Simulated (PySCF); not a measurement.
C₄H₇N₃OS.
Atom-mapped SMILES: `[CH3:1][CH2:2][S@@:3](=[O:4])[c:5]1[n:6][cH:7][n:8][nH:9]1` (hydrogens: H10, H11, H12 on C1; H13, H14 on C2; H15 on C7; H16 on N9)

Structure used (GFN2-xTB), in Å, numbered top down from 1:
```
atom  x, y, z in Å
C1    -2.821   -0.107    0.306
C2    -1.345   -0.255    0.608
S3    -0.382    0.064   -0.949
O4    -0.441    1.508   -1.194
C5     1.205   -0.130   -0.121
N6     1.725   -1.192    0.453
C7     2.926   -0.753    0.883
N8     3.166    0.506    0.603
N9     2.068    0.900   -0.042
H10   -3.017    0.885   -0.097
H11   -3.412   -0.236    1.211
H12   -3.140   -0.848   -0.425
H13   -1.080   -1.263    0.920
H14   -1.017    0.468    1.353
H15    3.617   -1.377    1.409
H16    1.941    1.838   -0.393
```

IAO charges (e) from the PBE0/pcSseg-1 density (PySCF), one withheld:

| atom | bonded to | charge |
| --- | --- | --- |
| C1 | C2 H10 H11 H12 | -0.4301 |
| C2 | C1 S3 H13 H14 | -0.3888 |
| S3 | C2 O4 C5 | +1.1255 |
| O4 | S3 | -0.9158 |
| C5 | S3 N6 N9 | ? |
| N6 | C5 C7 | -0.3534 |
| C7 | N6 N8 H15 | +0.0427 |
| N8 | C7 N9 | -0.2435 |
| N9 | N8 C5 H16 | -0.1208 |
| H10 | C1 | +0.1580 |
| H11 | C1 | +0.1592 |
| H12 | C1 | +0.1469 |
| H13 | C2 | +0.1672 |
| H14 | C2 | +0.1573 |
| H15 | C7 | +0.1790 |
| H16 | N9 | +0.3237 |

Q: What is the charge on C5?

A: The charges add up to the total charge, 0. The others sum to +0.0071, which leaves -0.0071 e for C5 (substituted aromatic carbon); the computed value is -0.0073, the difference coming from rounding.

Q: Add each hydrogen's charge to the atom that carries it.

A: C1 +0.0340, C2 -0.0643, C7 +0.2217, N9 +0.2029. Atoms without hydrogen keep their charges.

Q: Across which bond do the charges differ most?

A: S3–O4: +1.1255 on S3 against -0.9158 on O4, a difference of 2.0413 e. The lower charge is on the more electronegative element of the two (Pauling values: O 3.44, S 2.58).

Q: Take the bonds between elements whose Pauling electronegativities differ by more than 0.25. In how many does the more electronegative atom carry the lower charge?

A: In 12 of 12.

Q: How much positive and how much negative charge does this set hold in all?

A: +2.4595 e on 9 atoms and -2.4597 e on 7.

The IAO scheme projects the occupied orbitals on a minimal set of polarised atomic orbitals and counts the electrons in each atom's part of it. Isolated species at its GFN2-xTB geometry (one conformer only).

The run behind these numbers computed NMR shieldings as well. The run took 32 s wall on one thread of an Arm Neoverse V2, no GPU, on a shared host.
